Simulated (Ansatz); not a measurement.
**Energy profile**

The step: BHCl₂O ([OH][B]([Cl])[Cl]) + SiH₄ → BHCl₂ ([Cl][BH][Cl]) + SiH₄O ([OH][SiH3]) (still joined by a long B–O bond); bonds formed: B1–H6, O2–Si5; bonds broken: Si5–H6; bonds weakened to dative contacts: B1–O2 (atoms numbered as in the saddle structure below).

B1  (-1.004, 0.020, -0.595)
O2  (-0.134, -1.122, -0.273)
Cl3  (-0.740, 0.656, -2.266)
Cl4  (-2.704, -0.154, -0.057)
Si5  (0.904, 0.228, 0.791)
H6  (-0.494, 0.939, 0.221)
H7  (2.097, -0.163, 0.003)
H8  (1.212, 1.631, 1.215)
H9  (0.596, -0.524, 2.020)
H10  (0.267, -1.512, -1.059)
(Å)

Electronic energies by CCSD(T) at an estimated basis limit (MP2 extrapolated from triple and quadruple zeta, plus CCSD(T) − MP2 in triple zeta), on PBE0-D4/def2-TZVP structures; BSiH5Cl2O, closed shell; no counterpoise correction. Program: Ansatz 0.2.0. Basis: def2-TZVPP and def2-QZVPP. Cores are frozen in the correlated methods. Extrapolation: Hartree–Fock as exp(−7.88 √X), correlation as X^−2.97.

Question: Give the profile in kJ/mol, counted from the separated reactants. (To be estimated.)

Answer: By the calculation:
| point | kJ/mol |
| --- | --- |
| separated: BHCl2O (linked as [OH][B]([Cl])[Cl]; B1, O2, Cl3, Cl4, H10; singlet) + SiH4 (Si5, H6, H7, H8, H9; singlet) | 0.0 |
| start structure | -7.3 |
| saddle | 90.9 |
| end structure | 4.3 |
| separated: BHCl2 (linked as [Cl][BH][Cl]; B1, Cl3, Cl4, H6; singlet) + SiH4O (linked as [OH][SiH3]; O2, Si5, H7, H8, H9, H10; singlet) | 43.6 |

T1 diagnostic: at most 0.012.

Ligand swaps between two centres remove the fluorinated layer in thermal atomic layer etching, and scramble precursors in the gas phase.

For scale, one of the runs: CCSD(T)/def2-TZVPP, 258 basis functions, launched by `ansatz run in.yaml --threads 8 --pin off --events-out ev --progress --plain --max-ram 19148MiB`. Hardware: 8 CPU threads of an Intel Xeon 6975P-C, shared host. Wall time 20 s; peak host memory 6.3 GiB.
